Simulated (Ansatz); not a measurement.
`[F][Zn][Cl]` and `[Cl][Zn][Br]` differ in one atom or group.

Ansatz, PBE0-D4/def2-TZVP geometries, multiplicity 1. 

Outer-core shells of Br, Zn are correlated without core-valence functions. Scalar relativity is left out up to krypton. Spin–orbit coupling is left out.

```csv
property,`[F][Zn][Cl]`
size of the dipole moment (PBE/def2-TZVPP) / D,0.65
HOMO–LUMO gap (PBE0/def2-TZVPP) / eV,7.64
HOMO–LUMO gap (B3LYP/def2-TZVPP) / eV,6.99
vertical ionisation energy (CCSD(T)/def2-TZVPP) / eV,12.07
"ideal-gas entropy at 298 K and 1 bar (rigid rotor, harmonic PBE0-D4/def2-TZVP) / J/(mol·K)",271
LUMO energy (B3LYP/def2-TZVPP) / eV,-2.16
```

(1) Give the same properties after the change, and the shifts. (Estimate.)

Answers

(1) The calculation gave: 
| property | `[Cl][Zn][Br]` | shift |
| --- | --- | --- |
| size of the dipole moment (PBE/def2-TZVPP) / D | 0.31 | -0.34 |
| HOMO–LUMO gap (PBE0/def2-TZVPP) / eV | 7.03 | -0.61 |
| HOMO–LUMO gap (B3LYP/def2-TZVPP) / eV | 6.43 | -0.56 |
| vertical ionisation energy (CCSD(T)/def2-TZVPP) / eV | 11.14 | -0.93 |
| ideal-gas entropy at 298 K and 1 bar (rigid rotor, harmonic PBE0-D4/def2-TZVP) / J/(mol·K) | 294 | 23 |
| LUMO energy (B3LYP/def2-TZVPP) / eV | -2.04 | 0.12 |

With PBE0 the HOMO rises by 0.69 eV and the LUMO rises by 0.08 eV, so the gap narrows by about 0.61 eV. PBE moves the HOMO by 0.52 eV and ωB97M-V by 0.77 eV. Dipoles are sizes alone; their direction can turn.

B3LYP here is the variant with VWN-RPA as its local correlation; programs differ in this.
